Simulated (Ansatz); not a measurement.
Geometry optimisation, UKS PBE/def2-TZVP (Ansatz).

input.yaml

```yaml
crystal:
  periodic: [false, false, false]
  atoms:
    - { symbol: "N", position_ang: [-0.22375, -0.54621, 0.24774] }
    - { symbol: As, position_ang: [0.97437, 0.83859, 0.17601] }
    - { symbol: H, position_ang: [-0.18183, -1.09564, 1.09487] }
    - { symbol: H, position_ang: [-1.18994, -0.34804, 0.02688] }
    - { symbol: H, position_ang: [-0.05812, 1.80025, -0.36296] }
magnetization:
  spin_polarized: true
  initial_magnetization: 1
basis:
  gaussian: { orbitals: def2-TZVP }
hamiltonian:
  xc: pbe
relax:
  f_tol: 0.015
  max_steps: 40
```

Command:

```bash
$ ansatz run input.yaml --threads 2 --pin off --max-ram 3072MiB --backend cpu --events-out ev --progress --plain --runs-dir out
```

Question: Where does it end, and by what steps?

Answer: It converged. After 5 steps the energy has fallen by 0.069 eV; H5 moved furthest, 0.19 Å.

```json
{"step": "0", "energy less start (eV)": "0.0000", "largest force component (eV/Å)": "0.671", "accepted": "yes"}
{"step": "1", "energy less start (eV)": "-0.0512", "largest force component (eV/Å)": "0.255", "accepted": "yes"}
{"step": "2", "energy less start (eV)": "-0.0607", "largest force component (eV/Å)": "0.387", "accepted": "yes"}
{"step": "3", "energy less start (eV)": "-0.0620", "largest force component (eV/Å)": "0.257", "accepted": "yes"}
{"step": "4", "energy less start (eV)": "-0.0652", "largest force component (eV/Å)": "0.406", "accepted": "yes"}
{"step": "5", "energy less start (eV)": "-0.0692", "largest force component (eV/Å)": "0.008", "accepted": "yes"}
```

```xyz
5
Properties=species:S:1:pos:R:3
N -0.260 -0.521 0.263
As 0.925 0.911 0.329
H -0.108 -1.228 0.979
H -1.250 -0.314 0.153
H 0.014 1.801 -0.542
```

Whether the end is a true minimum wasn't checked by a vibrational analysis.

The run took 9.8 s on 2 threads of Arm Neoverse V1 (shared host), peak memory 0.15 GiB.
